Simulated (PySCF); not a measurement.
A structure optimised at B3LYP-D3(BJ)/def2-SVP, used in a PySCF frequency run:

```
Si
H 1 1.4958
H 1 1.4961 2 108.46
C 1 1.8742 2 110.66 3 -119.52
C 4 1.3399 1 124.04 2 126.92
H 5 1.0959 4 121.88 1 -1.57
H 5 1.0959 6 116.06 4 -179.92
H 4 1.0987 5 118.00 6 -179.79
Si 1 2.3459 2 108.25 3 117.53
F 9 1.6440 1 106.59 2 168.88
N 9 1.7185 10 113.55 1 -119.63
H 11 1.0153 9 121.07 10 73.69
H 11 1.0159 12 111.20 9 152.83
H 9 1.4885 10 105.50 11 -117.26
```
Charge 0, spin multiplicity 1.

Write its SMILES and formula.

C=C[SiH2][Si@H](N)F, C₂H₈FNSi₂

What are its rotational constants (standard atomic weights)?

4.0307, 1.1805, 0.99881 GHz
